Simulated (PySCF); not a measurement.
Mg(OH2)6 (H12MgO6), SMILES [OH2]->[Mg+2](<-[OH2])(<-[OH2])(<-[OH2])(<-[OH2])<-[OH2] (connectivity only; charge and spin as stated), charge +2, multiplicity 1.

The structure is a stationary point at B3LYP-D3(BJ)/def2-SVP. The isomer is the one that the SMILES or the coordinates give; other isomers of the formula were not compared.

The numbers are results of IEF-PCM-B3LYP/def2-SVP (PySCF), not measurements.

The values are the electrostatic part of the solvation free energy, E(continuum) − E(gas) at the gas-phase geometry, in a cavity of scaled van der Waals radii (PySCF's table); cavitation and dispersion terms are not included. A continuum can't describe solvent molecules that bind to the metal. In vacuum the orbital gap is 9.56 eV.

Question: Estimate the values in water (ε = 78.36), chlorobenzene (ε = 5.70), chloroform (ε = 4.71). (The exact figures need the calculation; the answer reports its results.)

Answer: 
| solvent | ε | ΔG(elec) (kcal/mol) | gap (eV) |
|---|---|---|---|
| water | 78.36 | -188.3 | 9.28 |
| chlorobenzene | 5.70 | -157.7 | 9.31 |
| chloroform | 4.71 | -150.8 | 9.32 |
